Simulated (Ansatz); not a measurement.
Basis-set extrapolation for H8O2Si3 (`O[SiH]([SiH3])O[SiH3]`) (PBE0-D4/def2-TZVP geometry, frozen core, Ansatz 0.2.0). Multiplicity 1, RHF reference.

```csv
,cc-pV(T+d)Z,cc-pV(Q+d)Z
HF,-1021.436071,-1021.460991
MP2 correlation,-0.849214,-0.915931
CCSD(T) correlation,-0.938265,not run
```

Energies in hartree. Use E(X) = E(∞) + A·exp(−5.46·√X) for Hartree–Fock and E(X) = E(∞) + B·X^(−3.05) for correlation, with X = 3 and 4, and add CCSD(T) minus MP2 of the smaller set to the MP2 limit.

Q: What is the CCSD(T) energy at the basis-set limit?

A: HF limit: -1021.460991 + (-0.024920) × 0.30130 = -1021.46850. MP2 limit: -0.915931 + (-0.066717) × 0.71189 = -0.96343. Higher-order term: -0.938265 − (-0.849214) = -0.08905. Total: -1022.52098 hartree, 385.0 kJ/mol below CCSD(T)/cc-pV(T+d)Z.
